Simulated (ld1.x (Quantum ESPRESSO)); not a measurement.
**Cutoff test, arsenic, ultrasoft**

ld1.x (Quantum ESPRESSO) 7.5 input, shortened:

```
&input
   title='As', zed=33., rel=1, dft='PBESOL', iswitch=3,
   config='[Ar] 3d10 4s2 4p3 4d-2'
 /
 &inputp
   pseudotype=3, tm=.true., lloc=-1, rcloc=1.30,
   nlcc=.true.
 /
6
4S  1  0   2.00   0.00  1.10  1.45  0.0
4S  1  0   0.00  -0.45  1.10  1.45  0.0
4P  2  1   3.00   0.00  1.25  1.70  0.0
4P  2  1   0.00   1.15  1.25  1.70  0.0
4D  3  2  -2.00  -0.05  1.35  1.60  0.0
4D  3  2  -2.00   0.75  1.35  1.60  0.0
 &test
   configts(1)='4s2 4p3'
 /
```

The pseudo-atom Hamiltonian at the reference potential is diagonalised in spherical Bessel functions j_l(qr) that vanish at 20 bohr, with q² up to the cutoff. All-electron valence levels (Ry): 4s -1.0659, 4p -0.3819.

Task: How do the lowest levels (Ry) of each channel move with the cutoff, and are there ghosts?

Result:

```tsv
cutoff (Ry)	s #1	s #2	p #1	d #1	f #1	Σ f·Δε (mRy)
8	-1.0439	-0.0287	-0.3811	0.0624	0.1132	46.6
10	-1.0522	-0.0290	-0.3816	0.0624	0.1132	28.3
15	-1.0621	-0.0292	-0.3818	0.0624	0.1132	8.2
18	-1.0647	-0.0293	-0.3818	-0.0696	0.1132	2.8
25	-1.0666	-0.8514	-0.3819	-1.2609	0.1132	1.5
30	-1.3998	-1.0653	-0.3819	-1.5613	0.1132	1.6
40	-1.8749	-1.0659	-0.3819	-1.7289	0.1132	0.2
45	-1.9309	-1.0659	-0.3819	-1.7447	0.1132	0.2
400	-1.9976	-1.0660	-0.3820	-1.7652	0.1132	0.0
```

Result: ghost states, extra bound levels that the all-electron valence spectrum of the same l lacks: s at -27.2 eV, d at -24.0 eV (a true bound ghost makes a file unfit for plane-wave use); 10 mRy is reached at 15 Ry and 1 mRy at 35 Ry.
